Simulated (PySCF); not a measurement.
Working out the ionisation energy of Ne⁺

Ne⁺ [He] 2s2 2p5 (2P) → Ne²⁺ [He] 2s2 2p4 (3P). All numbers are calculated (PySCF 2.14, the spin-free X2C one-electron Hamiltonian (Gaussian nucleus), in aug-cc-pVDZ-DK). Frozen: 1s2. Energies in hartree (1 hartree = 27.21139 eV):

```
            part  Ne⁺ (lower)  Ne²⁺ (upper)
             UHF  -127.904092   -126.459842
CCSD correlation    -0.153633     -0.111051
             (T)    -0.001654     -0.000866
```

**Question.** What does Hartree-Fock give?

**Answer.** (-126.459842) − (-127.904092) = 1.444250 hartree = 39.300 eV.

**Question.** What do CCSD and CCSD(T) give?

**Answer.** The CCSD correlation energies differ by 0.042582 hartree = 1.159 eV and the triples by 0.000788 hartree = 0.021 eV, so CCSD gives 40.459 eV and CCSD(T) 40.480 eV.

Reference: 40.963 eV (measured; NIST Atomic Spectra Database, ionization energies), between the lowest levels; spin-orbit coupling is absent from the calculation.

A double-zeta basis recovers only part of the correlation energy.

What remains against the reference includes basis incompleteness, the frozen core and higher excitations.
